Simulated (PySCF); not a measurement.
# Working out the ionisation energy of Ge²⁺

Ge²⁺ [Ar] 3d10 4s2 (1S) → Ge³⁺ [Ar] 3d10 4s1 (2S). Computed with PySCF 2.14 in x2c-TZVPPall (6s5p4d1f, 48 functions), with scalar relativity by spin-free X2C-1e. Frozen: [Ne]. Energies in hartree (1 hartree = 27.21139 eV):

| part | Ge²⁺ (lower) | Ge³⁺ (upper) |
| --- | --- | --- |
| UHF | -2096.217191 | -2095.034743 |
| MP2 opposite-spin | -0.205114 | -0.168547 |
| MP2 same-spin | -0.092723 | -0.085281 |

Problem. What does Hartree-Fock give?

Solution. (-2095.034743) − (-2096.217191) = 1.182448 hartree = 32.176 eV.

Problem. What do MP2 and SCS-MP2 (6/5 opposite-spin, 1/3 same-spin) give?

Solution. The opposite-spin parts differ by 0.995 eV and the same-spin parts by 0.203 eV. MP2: 32.176 + (0.995) + (0.203) = 33.374 eV. SCS-MP2: 32.176 + 1.2 × (0.995) + (0.203)/3 = 33.438 eV.

Measured between the centres of the two terms (NIST): 34.058 eV, so MP2 (valence and next inner shell) is off by -0.684 eV.

What remains against the reference includes basis incompleteness, the frozen core and correlation beyond second order.
